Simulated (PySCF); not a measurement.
**Working out the ionisation energy of Ge¹⁷⁺**

Ge¹⁷⁺ [Ne] 3s2 3p3 (4S) → Ge¹⁸⁺ [Ne] 3s2 3p2 (3P). All numbers are calculated (PySCF 2.14, the non-relativistic Hamiltonian (point nucleus), in an uncontracted even-tempered set (17 s from 1.5 bohr⁻², ratio 2.5; 11 p from 2 bohr⁻², ratio 2.5; 5 d from 9.5 bohr⁻², ratio 2.7; 4 f from 14 bohr⁻², ratio 2.7)). Frozen: 1s2; the 18 highest virtual orbitals dropped. Energies in hartree (1 hartree = 27.21139 eV):

```
             part  Ge¹⁷⁺ (lower)  Ge¹⁸⁺ (upper)
              UHF   -1922.205502   -1898.045635
MP2 opposite-spin      -0.341590      -0.336988
    MP2 same-spin      -0.129606      -0.114848
```

Question: What does Hartree-Fock give?

Answer: (-1898.045635) − (-1922.205502) = 24.159867 hartree = 657.423 eV.

Question: What do MP2 and SCS-MP2 (6/5 opposite-spin, 1/3 same-spin) give?

Answer: The opposite-spin parts differ by 0.125 eV and the same-spin parts by 0.402 eV. MP2: 657.423 + (0.125) + (0.402) = 657.950 eV. SCS-MP2: 657.423 + 1.2 × (0.125) + (0.402)/3 = 657.707 eV.

Reference: 662.8 ± 1.9 eV (semi-empirical (NIST evaluation); NIST Atomic Spectra Database, ionization energies), between the lowest levels; spin-orbit coupling is absent from the calculation.

The calculation is non-relativistic.

What remains against the reference includes basis incompleteness, the frozen core and correlation beyond second order.
